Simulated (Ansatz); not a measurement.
Born–Oppenheimer molecular dynamics of C2H7NOSi (12 atoms, charge 0, multiplicity 1). It starts from a relaxed structure.

Level of theory: RKS PBE-D4/6-31G (Ansatz 0.2.0).

```json
{"ensemble": "NVT, Nosé–Hoover chain", "time step": "0.25 fs", "steps asked": "500", "set temperature": "400 K", "thermostat": "time constant 20 fs, chain length 3", "temperature schedule": "125 steps to 400 K, then 375 steps to 10 K", "seed": "564092"}
```

First frame:

```xyz
12
Properties=species:S:1:pos:R:3
C -1.476 0.670 0.124
N -0.144 0.143 -0.081
C 1.006 0.403 0.810
O 1.967 -0.597 0.234
Si 0.722 -1.160 -0.952
H -1.900 0.387 1.113
H -1.498 1.776 0.050
H -2.151 0.277 -0.653
H 0.801 0.172 1.875
H 1.431 1.420 0.716
H 0.226 -2.594 -0.790
H 1.093 -0.952 -2.413
```

(1) How far do the bonds stretch over the last three quarters of this one trajectory? (Pairs bonded in most of those frames.)

Answers

(1) 
```json
{"bond": "C1–N2", "mean (Å)": "1.459", "spread (Å)": "0.043", "shortest": "1.38", "longest": "1.53"}
{"bond": "C1–H6", "mean (Å)": "1.108", "spread (Å)": "0.017", "shortest": "1.08", "longest": "1.13"}
{"bond": "C1–H7", "mean (Å)": "1.114", "spread (Å)": "0.015", "shortest": "1.09", "longest": "1.14"}
{"bond": "C1–H8", "mean (Å)": "1.108", "spread (Å)": "0.027", "shortest": "1.06", "longest": "1.16"}
{"bond": "N2–C3", "mean (Å)": "1.489", "spread (Å)": "0.030", "shortest": "1.43", "longest": "1.55"}
{"bond": "N2–Si5", "mean (Å)": "1.807", "spread (Å)": "0.029", "shortest": "1.75", "longest": "1.86"}
{"bond": "C3–O4", "mean (Å)": "1.504", "spread (Å)": "0.029", "shortest": "1.45", "longest": "1.60"}
{"bond": "C3–H9", "mean (Å)": "1.111", "spread (Å)": "0.035", "shortest": "1.05", "longest": "1.17"}
{"bond": "C3–H10", "mean (Å)": "1.112", "spread (Å)": "0.024", "shortest": "1.07", "longest": "1.16"}
{"bond": "O4–Si5", "mean (Å)": "1.809", "spread (Å)": "0.039", "shortest": "1.75", "longest": "1.89"}
{"bond": "Si5–H11", "mean (Å)": "1.524", "spread (Å)": "0.032", "shortest": "1.47", "longest": "1.58"}
{"bond": "Si5–H12", "mean (Å)": "1.536", "spread (Å)": "0.064", "shortest": "1.43", "longest": "1.65"}
```

Mean temperature of the second half: 236 K. The conserved energy stayed within 0.077 meV per atom of its start (net change 0.022 meV per atom), so the integration is sound. The schedule's set-point averaged 140 K over the second half and the system 236 K, so it lags behind the ramp. A run of 0.12 ps of so small a system gives no equilibrium averages. Limits of this set-up: no polarisation functions.

The run took 17 min on 1 thread of Arm Neoverse V2, on a shared host, peak memory 0.1 GiB.
